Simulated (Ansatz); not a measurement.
Z-matrix (Å, degrees):
```
Si
H 1 1.4787
H 1 1.4788 2 121.82
H 1 1.8121 2 101.26 3 -110.96
H 4 0.7996 1 81.82 2 62.79
```
Charge +1, spin multiplicity 2.

The numbers are results of frozen-core CCSD(T)/def2-TZVPP // PBE0-D3(BJ)/def2-TZVP run with Ansatz (a program for electronic structure), not measurements.

The HF energy is -290.88439 Ha. The MP2 correlation energy is -0.11650 Ha.

Task: Estimate the CCSD correlation energy, the (T) correction, the total energy and the T1 diagnostic.

Result: 
```
Quantity                         Value
-----------------------  -------------
CCSD correlation energy    -0.14386 Ha
(T) correction             -0.00307 Ha
CCSD(T) total energy     -291.03133 Ha
T1 diagnostic                    0.014
```
